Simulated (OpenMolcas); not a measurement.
**Ag VIII: from CASSCF to CASPT2**

- Program: OpenMolcas 26.06
- Basis: ANO-RCC-VTZP [7s6p4d2f1g]
- Scalar Hamiltonian: DKH2, point nucleus
- Active space: 4 electrons in 5 orbitals (4d)
- State averaging: 2S+1 = 5 even, 5 roots; 2S+1 = 3 even, 45 roots; 2S+1 = 1 even, 50 roots
- Spin-orbit coupling: RASSI with atomic mean-field integrals over the reference wave functions, term energies averaged over their components

Methods on the same reference wave functions:
A. CASSCF
B. SS-CASPT2, IPEA 0.25 Eh, imaginary shift 0.1 Eh (closed shells correlated: 4s 4p)
C. MS-CASPT2, IPEA 0.25 Eh, imaginary shift 0.1 Eh (closed shells correlated: 4s 4p)
D. XMS-CASPT2, IPEA 0.25 Eh, imaginary shift 0.1 Eh (closed shells correlated: 4s 4p)

Energies in cm⁻¹ above 4d⁴ ⁵D₀, the measured ground level; measured values from Atoms 5, 11 (2017), spectra Ag VII to Ag IX.

```json
{"Level": "4d⁴ ⁵D₀", "A": "0.0", "B": "0.0", "C": "0.0", "D": "0.0", "Measured": "0.0"}
{"Level": "4d⁴ ⁵D₁", "A": "1147", "B": "1256", "C": "1255", "D": "1240", "Measured": "1340"}
{"Level": "4d⁴ ⁵D₂", "A": "2896", "B": "3070", "C": "3070", "D": "3040", "Measured": "3212"}
{"Level": "4d⁴ ⁵D₃", "A": "4931", "B": "5100", "C": "5100", "D": "5080", "Measured": "5292"}
{"Level": "4d⁴ ⁵D₄", "A": "7109", "B": "7230", "C": "7230", "D": "7220", "Measured": "7443"}
{"Level": "4d⁴ ³P₀(1)", "A": "25034", "B": "21820", "C": "21830", "D": "22160", "Measured": "21309"}
{"Level": "4d⁴ ³H₄ [68 %]", "A": "26203", "B": "24330", "C": "24330", "D": "24840", "Measured": "23302"}
{"Level": "4d⁴ ³H₅", "A": "28758", "B": "27160", "C": "27160", "D": "27700", "Measured": "26250"}
{"Level": "4d⁴ ³P₁(1)", "A": "29981", "B": "26880", "C": "26870", "D": "27240", "Measured": "26526"}
{"Level": "4d⁴ ³H₆", "A": "30549", "B": "29090", "C": "29090", "D": "29620", "Measured": "28185"}
{"Level": "4d⁴ ³F₂(1)", "A": "31783", "B": "28770", "C": "28800", "D": "29250", "Measured": "28051"}
{"Level": "4d⁴ ³F₄(1) [54 %]", "A": "32811", "B": "30280", "C": "30270", "D": "30740", "Measured": ""}
{"Level": "4d⁴ ³P₂(1)", "A": "36098", "B": "32670", "C": "32660", "D": "33030", "Measured": "32134"}
{"Level": "4d⁴ ³F₃(1) [50 %]", "A": "36674", "B": "33740", "C": "33710", "D": "34140", "Measured": ""}
{"Level": "4d⁴ ³G₄ [61 %]", "A": "36913", "B": "33820", "C": "33790", "D": "34150", "Measured": "32698"}
{"Level": "4d⁴ ³G₅", "A": "38717", "B": "35980", "C": "35980", "D": "36410", "Measured": "35077"}
{"Level": "4d⁴ ¹I₆", "A": "43243", "B": "41080", "C": "41080", "D": "41380", "Measured": "39744"}
{"Level": "4d⁴ ³D₃", "A": "43419", "B": "38240", "C": "38240", "D": "38690", "Measured": "36879"}
{"Level": "4d⁴ ³D₂ [69 %]", "A": "44251", "B": "39430", "C": "39440", "D": "39830", "Measured": "38402"}
{"Level": "4d⁴ ³D₁", "A": "45452", "B": "40350", "C": "40350", "D": "40820", "Measured": "39191"}
{"Level": "4d⁴ ¹G₄(1) [72 %]", "A": "47822", "B": "44200", "C": "44170", "D": "44410", "Measured": "43104"}
{"Level": "4d⁴ ¹S₀(1)", "A": "52604", "B": "46240", "C": "46230", "D": "46380", "Measured": ""}
{"Level": "4d⁴ ¹D₂(1)", "A": "54908", "B": "50150", "C": "50150", "D": "50090", "Measured": ""}
{"Level": "4d⁴ ¹F₃", "A": "60123", "B": "53930", "C": "53930", "D": "54210", "Measured": "52004"}
```

Deviations, from unrounded energies. A percentage is the sum of absolute deviations over the sum of measured energies, with the sign that they share, or ± where signs differ.

```json
{"Against measurement": "mean absolute deviation (cm-1)", "Levels": "19", "A": "3500", "B": "820", "C": "810", "D": "1100"}
{"Against measurement": "fine structure of the ground term (%)", "Levels": "4", "A": "-7.0", "B": "-3.7", "C": "-3.7", "D": "-4.1"}
{"Against measurement": "other terms of the ground configuration (%)", "Levels": "15", "A": "+13.0", "B": "+3.0", "C": "+3.0", "D": "+4.2"}
```

B, C lie about equally close to measurement and A furthest from it. The largest miss of C in the table is 4d⁴ ¹F₃, by +1900 cm-1. The ranking rests on the paired levels alone, and a cruder setting can come out closer through cancelling errors.

Among B to D the level of the table that moves most is 4d⁴ ³H₅, by 540 cm-1 (lowest in C, highest in D). Moves below CASPT2's spread within the term are not significant.

The mean deviations of B to D differ by less than CASPT2's widest spread within a term (1500 cm-1), so their order carries little weight.

From A to B the spin-free energies of the other terms of 4d⁴ shown, above ⁵D, scale by factors of 0.85 to 0.93, as is usual when dynamic correlation screens the repulsion within a d or f shell.

The lowest spin-free term lies below A's lowest term by 0.295 hartree in B, 0.295 hartree in C, 0.300 hartree in D.

CASPT2 does not keep the components of a term degenerate, so their means are used; among the terms shown or strongly mixed into the levels shown the widest spread is 1500 cm-1 (4d⁴ ¹I, D). The CASPT2 spread within a term exceeds the gap to the next term for 4d⁴ ³D and 4d⁴ ¹I, 4d⁴ ¹I and 4d⁴ ¹G(1), so the order of their levels is uncertain (figures for C; the like holds for D). Without dynamic correlation excited terms often stand tens of per cent too high (terms of higher spin than the ground term too low), and those without a measured partner can miss by more than the paired ones (holds for A). Some levels mix across a computed gap that differs much from the measured one, so their mixing is not that of the real levels (holds for A). Measured partners are found by configuration, term and J. A level has none where our copy of the source lacks it or the pairing is in doubt (some pairs that miss far off the trend of their configuration count as doubtful), and it then counts in no deviation. Levels of configurations outside the active space are missing. Levels that lie high or do not pair safely by name in every column are left out.

A share in square brackets marks a mixed level and gives the weight of the term that names it, the lowest over the columns. A number in round brackets counts repeated terms of one configuration in the order of the reference energies.
